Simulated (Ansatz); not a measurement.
Consider the redistribution: `FB1BC1` + `C=C(F)[SiH2][AlH2]` → `FB1CB1F` + `C=C[SiH2][AlH2]`.

Computed with Ansatz on PBE0-D4/def2-TZVP structures; ΔE is electronic, products minus reactants. CCSD(T)/CBS is the MP2 limit (def2-TZVPP, def2-QZVPP) plus CCSD(T) − MP2 in def2-TZVPP, frozen cores. Functionals use def2-TZVPP. Each species was taken in one conformer, which may not be the lowest.

| level | ΔE (eV) |
| --- | --- |
| PBE-D4 | -1.58 |
| r2SCAN-D4 | -1.63 |

Question: What does CCSD(T)/CBS give? (Estimate.)

Answer: Computed: -1.70 eV. The listed levels differ from it by 0.12, 0.07 eV.

Largest T1 diagnostic among the species: 0.014.

From PBE to PBE0 (25 % exact exchange), in def2-TZVPP and without D4, ΔE moves by −0.09 eV. In def2-TZVPP, CCSD(T) changes the Hartree–Fock value by +0.25 eV (the triples alone add +0.06 eV) and MP2 by +0.23 eV.
